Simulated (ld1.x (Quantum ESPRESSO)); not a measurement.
Cu: variants of one RRKJ potential

Base potential:

- Element: Cu
- Generator: ld1.x (Quantum ESPRESSO) 7.5
- Type: norm-conserving RRKJ (Kleinman–Bylander form)
- Functional: LDA (PZ)
- Relativity: scalar-relativistic
- Frozen core: [Ne]
- Valence charge: 19
- Reference configuration: 3s2 3p6 3d10 4s0 4p1
- Partial waves: 3s (bound): rc 1.15 bohr; 3p (bound): rc 0.65 bohr; 3d (bound): rc 0.70 bohr
- Local potential: the d channel
- Core correction: a·sin(br)/r model core inside 0.35 bohr

Occupied shells without a wave of their own: 4p. They enter only through the test configuration that unscreens the potential, and ld1.x also counts them in the model core charge.

Cutoffs, loose and tight: the cutoffs (Ry, on a coarse ladder) from which the occupation-weighted sum of valence levels, in a spherical-Bessel basis at the reference potential, stays within 10 and 1 mRy of its value at 400 Ry. They do not see the model core or the augmentation charge, which bear on the density cutoff. Test errors are all-electron minus pseudo excitation energies from the reference, over the configurations 3s2 3p6 3d10 4s1 4p0; 3s2 3p6 3d10 4s0 4p0; 3s2 3p6 3d9 4s0 4p0; 3s2 3p5 3d10 4s1 4p0; 3s2 3p6 3d9 4s2 4p0; 3s2 3p6 3d9 4s1 4p0; 3s2 3p6 3d8 4s0 4p0 (two spin-polarised tests are not counted in the largest error). A dash means not determined; rows that change the core or the reference have their own tests. The largest error is taken over the tests solved by every variant that gives reliable tests at all: 3s2 3p6 3d10 4s0 4p0; 3s2 3p6 3d8 4s0 4p0; 3s2 3p6 3d9 4s0 4p0.

With those shells counted twice in exchange and correlation these files are broken, and their errors move erratically; no question is asked of them.

A true bound ghost makes a file unfit for plane-wave use even where its test errors are small: the radial tests pick states by their node count and pass the ghost by. Where a test does run into it, the solver fails or the error is huge.

```csv
change,outcome,"cutoff, loose","cutoff, tight",bound ghosts,largest test error (meV)
base,generated,over 300 Ry,over 300 Ry,s,-501
core correction a·sin(br)/r model core inside 0.60 bohr,generated,over 300 Ry,over 300 Ry,s,-500
wave 3p (bound): rc 0.65 bohr becomes 3p (bound): rc 0.72 bohr,generated,over 300 Ry,over 300 Ry,s,-498
reference 3s2 3p6 3d10 4s0.75 4p0.25,failed: run_pseudo: Errors in PS-KS equation,–,–,–,–
wave 3s (bound): rc 1.15 bohr becomes 3s (bound): rc 1.08 bohr,generated,over 300 Ry,over 300 Ry,s,-503
local potential the s channel,generated,over 300 Ry,over 300 Ry,none,-879
"all radii but the core radius scaled by about 1.14 (s 1.32, p 0.74, d 0.80 bohr)",generated,300 Ry,over 300 Ry,s,-482
"type ultrasoft; waves now 3s (bound): rcut 1.00, rcutus 1.15 bohr; 4s (bound): rcut 1.00, rcutus 1.15 bohr; 3p (bound): rc 0.65 bohr; 4p (bound): rc 0.65 bohr; 3d (bound): rcut 0.60, rcutus 0.70 bohr; 3d channel at -0.25 Ry: rcut 0.60, rcutus 0.70 bohr; local potential all-electron potential smoothed inside 1.00 bohr (lloc = -1); augmentation PSQ, radius 0.55 bohr",generated,300 Ry,over 300 Ry,none,+4.0
functional revPBE,generated,over 300 Ry,over 300 Ry,s,-242
wave 3p (bound): rc 0.65 bohr becomes 3p (bound): rc 0.86 bohr,generated,over 300 Ry,over 300 Ry,s,-506
```
